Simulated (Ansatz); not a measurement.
Species: HBOBr, charge 0, doublet. HBOBr (SMILES O[B]Br, doublet).
B3LYP-D3(BJ)/def2-TZVP minimum from Ansatz (a program for electronic structure):
```xyz
4

B      0.0282    -1.0833     0.5990
Br    -0.3080     0.5106    -0.4185
O      1.1765    -1.2908     1.2420
H      1.2258    -2.1281     1.7177
```
Charge 0, spin multiplicity 2.

Atomisation energy term by term, kcal/mol (programs: Ansatz). UHF or UKS for unpaired electrons; spin-orbit terms are left out. Cores are frozen in correlated methods (noble-gas shells, and filled d and f shells in the p block). No relativity. CBS(X,Y): correlation extrapolated as X^-3, Hartree-Fock from the larger set. A bracket is a step between two methods taken in the basis named. For partners of very few electrons the exact lower level stands in for a higher one. Spin-orbit terms, left out, reach several kcal/mol for Br and I, and more for heavier atoms.

```csv
term,basis,kcal/mol
Hartree-Fock,cc-pVQZ,234.93
CCSD correlation,"CBS(cc-pVTZ,cc-pVQZ)",81.14
(T),"CBS(cc-pVTZ,cc-pVQZ)",7.92
CCSDT(Q) - CCSD(T),cc-pVTZ,0.18
sum: De,,324.2
```

The step beyond CCSD(T) by other levels: CCSDT(Q) in cc-pVDZ 0.55 kcal/mol.
